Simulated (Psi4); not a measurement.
Method: SAPT0/jun-cc-pVDZ, frozen core (Psi4).

Psi4 input:

```
molecule {
0 1
F 1.52105615 -0.22046254 -0.30796820
Si 0.00021269 0.00005725 0.00005233
F -0.26481621 1.52259452 0.26062203
F -0.85518060 -0.47704959 -1.22330681
F -0.40127203 -0.82513963 1.27060064
--
-1 1
Cl 1.73550070 0.96773716 2.48482003
units angstrom
symmetry c1
no_reorient
no_com
}
set basis jun-cc-pvdz
set scf_type df
set freeze_core true
energy('sapt0')
```

Part of the output:

```
    SAPT Results
  --------------------------------------------------------------------------------------------------------
    Electrostatics                -28.69812733 [mEh]     -18.00834678 [kcal/mol]     -75.34692294 [kJ/mol]
      Elst10,r                    -28.69812733 [mEh]     -18.00834678 [kcal/mol]     -75.34692294 [kJ/mol]

    Exchange                       32.82984956 [mEh]      20.60104162 [kcal/mol]      86.19475813 [kJ/mol]
      Exch10                       32.82984956 [mEh]      20.60104162 [kcal/mol]      86.19475813 [kJ/mol]
      Exch10(S^2)                  32.40521499 [mEh]      20.33457941 [kcal/mol]      85.07988024 [kJ/mol]

    Induction                      -6.99832207 [mEh]      -4.39151340 [kcal/mol]     -18.37409206 [kJ/mol]
      Ind20,r                     -52.53093778 [mEh]     -32.96366112 [kcal/mol]    -137.91995813 [kJ/mol]
      Exch-Ind20,r                 45.74206679 [mEh]      28.70358026 [kcal/mol]     120.09577982 [kJ/mol]
      delta HF,r (2)               -0.20945108 [mEh]      -0.13143254 [kcal/mol]      -0.54991375 [kJ/mol]

    Dispersion                     -4.12559966 [mEh]      -2.58885287 [kcal/mol]     -10.83176041 [kJ/mol]
      Disp20                       -6.45016727 [mEh]      -4.04754107 [kcal/mol]     -16.93491183 [kJ/mol]
      Exch-Disp20                   2.32456761 [mEh]       1.45868820 [kcal/mol]       6.10315143 [kJ/mol]
      Disp20 (SS)                  -3.22508363 [mEh]      -2.02377053 [kcal/mol]      -8.46745592 [kJ/mol]
      Disp20 (OS)                  -3.22508363 [mEh]      -2.02377053 [kcal/mol]      -8.46745592 [kJ/mol]
      Exch-Disp20 (SS)              1.24653582 [mEh]       0.78221304 [kcal/mol]       3.27277935 [kJ/mol]
      Exch-Disp20 (OS)              1.07803179 [mEh]       0.67647516 [kcal/mol]       2.83037208 [kJ/mol]

  Total HF                         -2.86659985 [mEh]      -1.79881856 [kcal/mol]      -7.52625686 [kJ/mol]
  Total SAPT0                      -6.99219950 [mEh]      -4.38767143 [kcal/mol]     -18.35801727 [kJ/mol]
```
